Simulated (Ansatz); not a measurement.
Consider the ligand exchange at the Si–C bond: `C[SiH](F)F` + `C=C[SiH2]S` → `C=C[SiH2]S[SiH](F)F` + CH₄.

Program: Ansatz. Geometries: PBE0-D4/def2-TZVP. ΔE: electronic, gas phase. CCSD(T)/CBS is the MP2 limit (def2-TZVPP, def2-QZVPP) plus CCSD(T) − MP2 in def2-TZVPP, frozen cores. This one scheme is used for every species. DFT in def2-TZVPP. B3LYP here is the variant with VWN-RPA as its local correlation; programs differ in this. Each species was taken in one conformer, which may not be the lowest.

```
        level  ΔE (kJ/mol)
      PBE0-D4        -68.0
          PBE        -60.3
        B3LYP        -54.8
HF/def2-TZVPP        -53.0
```

Task: What does CCSD(T)/CBS give? (Estimate.)

Result: The calculation gave: -64.7 kJ/mol. The listed levels differ from it by -3.3, 4.4, 9.9, 11.7 kJ/mol.

Largest T1 diagnostic among the species: 0.012.

The D4 term adds −14.0 kJ/mol with B3LYP and −8.1 kJ/mol with PBE0; it sums over pairs of atoms, weighted by their polarisabilities, and B3LYP, whose exchange is more repulsive, gets the larger term. In def2-TZVPP, CCSD(T) changes the Hartree–Fock value by −8.9 kJ/mol (the triples alone add −3.3 kJ/mol) and MP2 by −14.7 kJ/mol.
